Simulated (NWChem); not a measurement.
Molecule: silicon dioxide molecule (SiO₂); SMILES O=[Si]=O

All runs: NWChem. Pople sets run with spherical d functions. Geometry: optimised at PBE0/def2-SVP.

For level B3LYP/6-31G*:

| Property | Value |
|---|---|
| highest occupied level (eV) | -9.21 |

Task: Estimate the same quantities for level B3LYP/6-311++G**.

Result: 
- highest occupied level (eV) = -9.78
